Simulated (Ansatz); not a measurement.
Program: Ansatz. Geometries: PBE0-D4/def2-TZVP. ΔE: electronic, gas phase. CCSD(T)/CBS adds triple-zeta CCSD(T) − MP2 to the extrapolated MP2 energy (def2 sets, frozen cores). This one scheme is used for every species. DFT in def2-TZVPP. B3LYP here is the variant with VWN-RPA as its local correlation; programs differ in this. One conformer a species, not always the lowest.

Consider the silylene formation by 1,1-elimination: `OCO[SiH2]F` → `OCO` + `F[SiH]`.

`OCO[SiH2]F`:

```xyz
10

O     0.106    1.331    1.112
C     0.958    0.795    0.154
O     0.629   -0.528   -0.189
Si   -0.865   -1.069   -0.567
F    -1.476   -0.203   -1.760
H     0.267    0.892    1.952
H     0.870    1.441   -0.723
H     1.998    0.773    0.495
H    -0.675   -2.456   -1.036
H    -1.814   -0.975    0.563
```

`OCO`:

Cartesian coordinates in Å:
```
O 1.054 -0.606 0.081
C -0.293 -0.245 0.151
O -0.539 1.037 -0.346
H 1.313 -0.606 -0.845
H -0.561 -0.333 1.209
H -0.927 -0.910 -0.444
H -0.048 1.663 0.195
```

`F[SiH]`:

Cartesian coordinates in Å:
```
F 0.057 -0.933 0.816
Si 0.074 0.608 0.342
H -0.131 0.325 -1.158
```

```csv
level,ΔE (kJ/mol),difference from CCSD(T)/CBS
r2SCAN-D4,326.8,17.2
B2PLYP,304.7,-4.9
PBE,284.9,-24.7
r2SCAN,324.6,15.0
B3LYP,289.7,-19.9
HF/def2-TZVPP,312.7,3.1
MP2/def2-QZVPP,327.2,17.6
SCS-MP2/def2-QZVPP,319.0,9.4
MP2/CBS(def2),328.8,19.2
CCSD/CBS(def2),308.7,-0.9
CCSD(T)/CBS,309.6,0
```

Largest T1 diagnostic among the species: 0.015.

The D4 term adds +13.1 kJ/mol with B3LYP and +7.1 kJ/mol with PBE0; it sums over pairs of atoms, weighted by their polarisabilities, and B3LYP, whose exchange is more repulsive, gets the larger term. From PBE to PBE0 (25 % exact exchange), in def2-TZVPP and without D4, ΔE moves by +18.0 kJ/mol.
